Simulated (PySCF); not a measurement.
Correlation energy of Sb (antimony, neutral)

[Kr] 4d10 5s2 5p2 6s1, high-spin 4P determinant (an excited configuration). All numbers are calculated (PySCF 2.14, a scalar-relativistic core potential, in aug-cc-pVTZ-PP with ECP28MDF (6s5p4d2f, 55 functions)). Frozen: 4s2 4p6 4d10; 5 electrons correlated.

MP2 pair energies summed by pair of shells (mhartree):

| pair | energy | share (%) |
| --- | --- | --- |
| 5s-5p | -28.03 | 50.7 |
| 5s-5s | -13.12 | 23.7 |
| 5p-6s | -4.96 | 9.0 |
| 5s-6s | -4.79 | 8.7 |
| 5p-5p | -4.43 | 8.0 |

Total MP2 correlation energy: -55.34 mhartree.

Same-spin part -13.52 and opposite-spin part -41.82 mhartree; SCS-MP2 scales them by 1/3 and 6/5 to -54.69 mhartree.
